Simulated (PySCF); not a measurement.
Electric field gradients and quadrupole coupling constants

Species: C7H10FNSi.
Atom-mapped SMILES: `[CH3:1]/[CH:2]=[C:3]1\[SiH2:4][C@@H:5]([CH2:6][C:7]#[N:8])[C@@H:9]1[F:10]` (hydrogens: H11, H12, H13 on C1; H14 on C2; H15, H16 on Si4; H17 on C5; H18, H19 on C6; H20 on C9)

Cartesian coordinates in Å at the GFN2-xTB level; atoms count from 1:
```
atom  x, y, z in Å
C1     3.3316    0.0922   -0.6238
C2     2.2459   -0.3279    0.3028
C3     0.9536   -0.1869    0.0470
Si4   -0.1525    0.6238   -1.2527
C5    -1.2995    0.2974    0.2633
C6    -2.6345   -0.4254    0.0846
C7    -3.5418    0.3919   -0.6757
N8    -4.2400    1.0605   -1.2863
C9    -0.2060   -0.5349    0.9538
F10   -0.0099   -0.1927    2.2767
H11    3.9467    0.8596   -0.1546
H12    2.9162    0.4846   -1.5492
H13    3.9805   -0.7533   -0.8498
H14    2.5672   -0.7661    1.2421
H15    0.0740    2.0213   -1.6001
H16   -0.4668   -0.2116   -2.4109
H17   -1.4640    1.2040    0.8502
H18   -2.4880   -1.3682   -0.4522
H19   -3.0922   -0.6473    1.0552
H20   -0.4258   -1.6103    0.9569
```

Field gradients from the PBE0/pcSseg-1 density (PySCF, non-relativistic), principal values in atomic units, ordered |Vxx| ≤ |Vyy| ≤ |Vzz|:

| atom | Vxx | Vyy | Vzz |
| --- | --- | --- | --- |
| N8 | 0.4743 | 0.4915 | -0.9658 |

Find the asymmetry η = (Vxx − Vyy)/Vzz and the couplings χ = eQV/h (234.96 MHz × Q in barn × V in au), with Q(14N) = 0.02044 b.

```csv
atom,environment,nucleus,η,χzz (MHz),χxx (MHz),χyy (MHz)
N8,nitrile nitrogen,14N,0.02,-4.638,2.278,2.361
```

The gradient is axial or nearly so (η below 0.05) at N8. 

What is Vzz at N8 in SI units (1 au = 9.71736 × 10²¹ V/m²)?

-0.9658 au = -9.385 × 10²¹ V/m².

Were the hydrogens deuterons (Q(2H) = 0.00286 b), χzz would run from 110 kHz (H16) to 212 kHz (H14).

The structure is a single GFN2-xTB conformer in the gas phase; no vibrational or solvent corrections. GFN2-xTB bond lengths can be off by several hundredths of an ångström, more for odd bonds, and the gradients follow them. These gradients aren't converged with respect to the basis.
